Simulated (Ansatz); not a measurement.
Computed with Ansatz on PBE0-D4/def2-TZVP structures; ΔE is electronic, products minus reactants. CBS: MP2 limit from def2 TZ/QZ plus the TZ coupled-cluster correction, frozen cores. Functionals use def2-TZVPP. Elements past krypton have def2 core potentials. For In outer-core shells are correlated without core-valence functions, which leaves a few kJ/mol of doubt a bond. One conformer a species, not always the lowest.

`C[CH2][In]([Cl])[Cl]` + `BN[SiH3]` → `BN([SiH3])CC` + `[Cl][InH][Cl]`  (substitution at a C–In bond)

CCSD(T)/CBS gives +54.9 kJ/mol.

(1) Another level gave +50.0 kJ/mol. Which?
A. r2SCAN0/def2-TZVPP
B. SCS-MP2/def2-TZVPP
C. BLYP/def2-TZVPP
D. B97M-V/def2-TZVPP

(2) What do rigid-rotor, harmonic-oscillator terms from PBE0-D4/def2-TZVP frequencies (298.15 K, 1 bar) make of the CCSD(T)/CBS value? (Best estimate.)

Largest T1 diagnostic among the species: 0.013.

Answers

(1) A. r2SCAN0 50.0, B97M-V 41.2, SCS-MP2/def2-TZVPP 54.9, BLYP 60.1 kJ/mol.

(2) Ansatz gave: ΔZPE = -5.2 kJ/mol, ΔH = +47.1 kJ/mol, ΔS = -32 J/(mol·K), ΔG = +56.6 kJ/mol. Modes under 50 cm⁻¹ make the entropy rough.

Leaving LDA and LC-ωPBE aside and taking each functional with its dispersion term where it has one, the values, not all of them listed here, spread over 14.3 kJ/mol, from B97M-V to B2PLYP. LDA lies −17.0 kJ/mol from PBE without D4. From BLYP to BHLYP (50 % exact exchange), in def2-TZVPP and without D4, ΔE moves by −9.8 kJ/mol.
